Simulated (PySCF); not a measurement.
# Relaxation of doublet IF₆

All numbers come from UPBE0/[I def2-SVP with ECP28, F def2-SVP], scalar-relativistic core potentials, density fitting, no spin–orbit coupling, PySCF. A (50,194) grid was used.

A hand-made octahedral start, of Oh symmetry, held to at least that symmetry:

```xyz
7
charge 0 multiplicity 2, angstrom
I     0.0000    0.0000    0.0000
F     0.0000    0.0000    1.9700
F     0.0000    0.0000   -1.9700
F     1.9700    0.0000    0.0000
F     0.0000    1.9700    0.0000
F    -1.9700    0.0000    0.0000
F     0.0000   -1.9700    0.0000
```

Optimiser trace:
```tsv
step	E − E(last) (kJ/mol)	largest gradient (Eh/bohr)
0	15.57	0.02187
1	0.56	0.00459
2	0.01	0.00062
3	0.00	0.00002
```

It ends at Oh with I–F 1.925 Å (×6); F–I–F 90.0° (×12), F–I–F 180.0° (×3) (after a last refinement on a finer grid). A frequency run shows a minimum.

With an element this heavy the missing spin–orbit coupling can shift these numbers.

The relaxation took roughly 50 core-seconds on a shared host.
